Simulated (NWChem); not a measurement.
System: AlN₂H₄Br; SMILES [Br][Al]([NH2])[NH2]

Parts of the log:

```
             Northwest Computational Chemistry Package (NWChem) 7.3.0
             --------------------------------------------------------

 C2V symmetry detected

                             Geometry "geometry" -> ""
                             -------------------------

 Output coordinates in angstroms (scale by  1.889725989 to convert to a.u.)

  No.       Tag          Charge          X              Y              Z
 ---- ---------------- ---------- -------------- -------------- --------------
    1 Al                  13.0000     0.00000000     0.00000000    -0.95717111
    2 Br                  35.0000     0.00000000     0.00000000     1.30621989
    3 N                    7.0000     0.00000000     1.55583900    -1.79001211
    4 H                    1.0000     0.00000000     1.69419700    -2.79361811
    5 H                    1.0000     0.00000000     2.44997400    -1.31353311
    6 N                    7.0000     0.00000000    -1.55583900    -1.79001211
    7 H                    1.0000     0.00000000    -1.69419700    -2.79361811
    8 H                    1.0000     0.00000000    -2.44997400    -1.31353311

 Effective nuclear repulsion energy (a.u.)     293.6386862895

      Symmetry information
      --------------------

 Group name             C2v
 Group number             16
 Group order               4
 No. of unique centers     5

                                 NWChem DFT Module
                                 -----------------

 Summary of "ao basis" -> "ao basis" (spherical)
 ------------------------------------------------------------------------------
       Tag                 Description            Shells   Functions and Types
 ---------------- ------------------------------  ------  ---------------------
 Al                         def2-svp                 8       18   4s3p1d
 Br                         def2-svp                12       32   5s4p3d
 N                          def2-svp                 6       14   3s2p1d
 H                          def2-svp                 3        5   2s1p

      Symmetry analysis of basis
      --------------------------

        a1         42
        a2         10
        b1         17
        b2         29

            General Information
            -------------------
          SCF calculation type: DFT
          Wavefunction type:  closed shell.
          No. of atoms     :     8
          No. of electrons :    66
           Alpha electrons :    33
            Beta electrons :    33
          Charge           :     0
          Spin multiplicity:     1
          Use of symmetry is: on ; symmetry adaption is: on
          Maximum number of iterations: 150
          AO basis - number of functions:    98
                     number of shells:    44
          Convergence on energy requested:  1.00D-06
          Convergence on density requested:  1.00D-05
          Convergence on gradient requested:  5.00D-04

              XC Information
              --------------
                        Slater Exchange Functional  1.000 local
                      VWN V Correlation Functional  1.000 local

             Grid Information
             ----------------
          Grid used for XC integration:  medium
          Radial quadrature: Mura-Knowles
          Angular quadrature: Lebedev.
          Tag              B.-S. Rad. Rad. Pts. Rad. Cut. Ang. Pts.
          ---              ---------- --------- --------- ---------
          Al                  1.25       88           8.0       590
          Br                  1.15      112          11.0       590
          N                   0.65       49          11.0       434
          H                   0.35       45          12.0       434
          Grid pruning is: on
          Number of quadrature shells:   339
          Spatial weights used:  Erf1

      Superposition of Atomic Density Guess
      -------------------------------------

 Sum of atomic energies:       -2924.36270495

      Non-variational initial energy
      ------------------------------

 Total energy =   -2925.712621
 1-e energy   =   -4652.310352
 2-e energy   =    1432.959045
 HOMO         =      -0.353460
 LUMO         =      -0.014222

      Symmetry analysis of molecular orbitals - initial
      -------------------------------------------------

  Numbering of irreducible representations:

     1 a1          2 a2          3 b1          4 b2

  Orbital symmetries:

     1 a1          2 a1          3 a1          4 b2          5 b1
     6 a1          7 a1          8 b2          9 a1         10 a1
    11 b2         12 b1         13 a1         14 b2         15 a1
    16 b1         17 b2         18 a1         19 a1         20 a2
    21 b1         22 a1         23 b2         24 a1         25 a1
    26 a1         27 b2         28 b2         29 a1         30 b1
    31 b2         32 b1         33 a2         34 a1         35 b1
    36 b2         37 a1         38 a1         39 a1         40 b2
    41 a1         42 b2         43 b1

   convergence    iter        energy       DeltaE   RMS-Dens  Diis-err
 ---------------- ----- ----------------- --------- --------- ---------
 d= 0,ls=0.0,diis     1  -2922.5690789770 -3.22D+03  1.32D-02  1.14D+00
 d= 0,ls=0.0,diis     2  -2922.4466025555  1.22D-01  9.79D-03  1.83D+00
 d= 0,ls=0.0,diis     3  -2922.6336383587 -1.87D-01  2.77D-03  2.07D-01
 d= 0,ls=0.0,diis     4  -2922.6559408081 -2.23D-02  1.11D-03  1.36D-02
 d= 0,ls=0.0,diis     5  -2922.6570340419 -1.09D-03  3.33D-04  7.43D-04
  Resetting Diis
 d= 0,ls=0.0,diis     6  -2922.6571494283 -1.15D-04  5.35D-05  1.88D-05
 d= 0,ls=0.0,diis     7  -2922.6571528451 -3.42D-06  1.66D-05  6.31D-07
 d= 0,ls=0.0,diis     8  -2922.6571527501  9.50D-08  8.90D-06  1.44D-06

         Total DFT energy =    -2922.657152750108
      One electron energy =    -4656.675736804374
           Coulomb energy =     1560.206251610416
    Exchange-Corr. energy =     -119.826353845628
 Nuclear repulsion energy =      293.638686289478

 Numeric. integr. density =       65.999995322486

                  Occupations of the irreducible representations
                  ----------------------------------------------

                     irrep           alpha         beta
                     --------     --------     --------
                     a1               16.0         16.0
                     a2                2.0          2.0
                     b1                6.0          6.0
                     b2                9.0          9.0

                       DFT Final Molecular Orbital Analysis
                       ------------------------------------

 Vector   31  Occ=2.000000D+00  E=-2.513470D-01  Symmetry=b2
              MO Center= -6.7D-16,  7.4D-16,  1.1D+00, r^2= 1.8D+00
   Bfn.  Coefficient  Atom+Function         Bfn.  Coefficient  Atom+Function
  ----- ------------  ---------------      ----- ------------  ---------------
    34      0.580231  2 Br py                31      0.521647  2 Br py
    28     -0.348849  2 Br py                25      0.113724  2 Br py
    12      0.092320  1 Al py                53     -0.078200  3 N  s
    77      0.078200  6 N  s                 15      0.058624  1 Al d -1
    56      0.048642  3 N  pz                80     -0.048642  6 N  pz

 Vector   32  Occ=2.000000D+00  E=-2.268770D-01  Symmetry=b1
              MO Center=  3.2D-17, -9.4D-14, -1.1D+00, r^2= 4.3D+00
   Bfn.  Coefficient  Atom+Function         Bfn.  Coefficient  Atom+Function
  ----- ------------  ---------------      ----- ------------  ---------------
    54      0.340320  3 N  px                78      0.340320  6 N  px
    33      0.312855  2 Br px                57     -0.277991  3 N  px
    81     -0.277991  6 N  px                30      0.248556  2 Br px
    27     -0.167833  2 Br px                11     -0.164405  1 Al px
     8     -0.116125  1 Al px                 5      0.074899  1 Al px

 Vector   33  Occ=2.000000D+00  E=-2.058511D-01  Symmetry=a2
              MO Center= -9.7D-16,  8.9D-14, -1.8D+00, r^2= 3.2D+00
   Bfn.  Coefficient  Atom+Function         Bfn.  Coefficient  Atom+Function
  ----- ------------  ---------------      ----- ------------  ---------------
    54      0.413102  3 N  px                78     -0.413102  6 N  px
    57     -0.363638  3 N  px                81      0.363638  6 N  px
    14     -0.077072  1 Al d -2

 Vector   34  Occ=0.000000D+00  E=-2.992780D-02  Symmetry=a1
              MO Center=  3.5D-15,  5.1D-14, -1.0D+00, r^2= 5.7D+00
   Bfn.  Coefficient  Atom+Function         Bfn.  Coefficient  Atom+Function
  ----- ------------  ---------------      ----- ------------  ---------------
     4      1.168456  1 Al s                 53     -0.568723  3 N  s
    77     -0.568723  6 N  s                 35      0.378692  2 Br pz
    23     -0.286558  2 Br s                 22     -0.247028  2 Br s
    66      0.226694  4 H  s                 90      0.226694  7 H  s
     2      0.195972  1 Al s                 52     -0.191641  3 N  s

 Vector   35  Occ=0.000000D+00  E= 5.859830D-04  Symmetry=b1
              MO Center= -1.9D-15,  4.1D-15, -8.7D-01, r^2= 4.1D+00
   Bfn.  Coefficient  Atom+Function         Bfn.  Coefficient  Atom+Function
  ----- ------------  ---------------      ----- ------------  ---------------
    11      0.805331  1 Al px                 8      0.370028  1 Al px
    57     -0.276024  3 N  px                81     -0.276024  6 N  px
    33     -0.260551  2 Br px                54      0.241030  3 N  px
    78      0.241030  6 N  px                 5     -0.180693  1 Al px
    30     -0.169431  2 Br px                27      0.106922  2 Br px

[...]
```

Level: LDA (Slater exchange, VWN5)/def2-SVP, vertical spin-unrestricted ions. Coordinates come from a PBE0/def2-SVP optimisation.

Problem. Write an input that gives this output.

Solution. This is not unique; one that fits is the input that was run:
```
start job
memory heap 200 mb stack 900 mb global 1100 mb
geometry units angstroms noautoz
  Al     0.000000     0.000000    -0.938160
  Br     0.000000     0.000000     1.325231
  N      0.000000     1.555839    -1.771001
  H      0.000000     1.694197    -2.774607
  H      0.000000     2.449974    -1.294522
  N      0.000000    -1.555839    -1.771001
  H      0.000000    -1.694197    -2.774607
  H      0.000000    -2.449974    -1.294522
end
basis spherical
  Al library def2-svp
  Br library def2-svp
  N library def2-svp
  H library def2-svp
end
dft
  xc slater vwn_5
  iterations 150
  vectors input atomic output neutral.movecs
end
task dft energy
charge 1
dft
  odft
  mult 2
  vectors input atomic output cation.movecs
end
task dft energy
```
